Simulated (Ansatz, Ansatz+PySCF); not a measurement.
```xyz
2

Li    0.0000    0.0000    0.0000
F    30.0000    0.0000    0.0000
```

Basis set: cc-pVDZ (spherical functions). Frozen core: 1 orbital. Charge 0, multiplicity 1.

Computed with Ansatz (development build ahead of 0.2.0); each method stands on the lowest determinant of its kind that the runs found. Restricted functionals stand beside restricted open-shell atoms, which can lie above the unrestricted atoms usual in DFT and then raise those values.

**Question.** Give the atomization energy at this shape (free ground-state atoms in the same class of orbitals less the molecule, no zero-point energy) of singlet LiF in separate pieces by ωB97X (unrestricted), r²SCAN (unrestricted), r²SCAN (restricted), PBE (unrestricted), PBE0 (unrestricted), ωB97X (restricted), PBE (restricted), PBE0 (restricted), UHF-CCSDT(Q), UHF-CCSD(T), UHF-MP2, UHF, RHF.

**Answer.**

```json
{"method": "ωB97X (unrestricted)", "atomization energy": "0.00 eV"}
{"method": "r²SCAN (unrestricted)", "atomization energy": "0.55 eV"}
{"method": "r²SCAN (restricted)", "atomization energy": "-0.20 eV"}
{"method": "PBE (unrestricted)", "atomization energy": "0.73 eV"}
{"method": "PBE0 (unrestricted)", "atomization energy": "0.20 eV"}
{"method": "ωB97X (restricted)", "atomization energy": "-2.24 eV"}
{"method": "PBE (restricted)", "atomization energy": "0.19 eV"}
{"method": "PBE0 (restricted)", "atomization energy": "-1.06 eV"}
{"method": "UHF-CCSDT(Q)", "atomization energy": "0.00 eV"}
{"method": "UHF-CCSD(T)", "atomization energy": "0.00 eV"}
{"method": "UHF-MP2", "atomization energy": "0.00 eV"}
{"method": "UHF", "atomization energy": "0.00 eV"}
{"method": "RHF", "atomization energy": "-4.68 eV"}
```

Caution for ωB97X (unrestricted), r²SCAN (unrestricted), r²SCAN (restricted), PBE (unrestricted), PBE0 (unrestricted), ωB97X (restricted), PBE (restricted), PBE0 (restricted): charge can spread falsely over distant fragments. Caution for ωB97X (unrestricted), PBE0 (unrestricted), ωB97X (restricted), UHF-CCSDT(Q), UHF-CCSD(T), UHF-MP2, UHF: the determinant breaks the point group. Caution for ωB97X (unrestricted), PBE0 (unrestricted), UHF-CCSDT(Q), UHF-CCSD(T), UHF-MP2, UHF: the unrestricted determinant is a mixture of spin states. Caution for r²SCAN (unrestricted), PBE (unrestricted): the unrestricted determinant is spin contaminated. Caution for r²SCAN (restricted), ωB97X (restricted), PBE (restricted), PBE0 (restricted), RHF: an unrestricted determinant lies well below. Caution for ωB97X (restricted), PBE0 (restricted), RHF: the molecule lies well above its atoms at this level. Caution for UHF-CCSDT(Q), UHF-CCSD(T), UHF-MP2: bonds are stretched, where a single reference can fail.
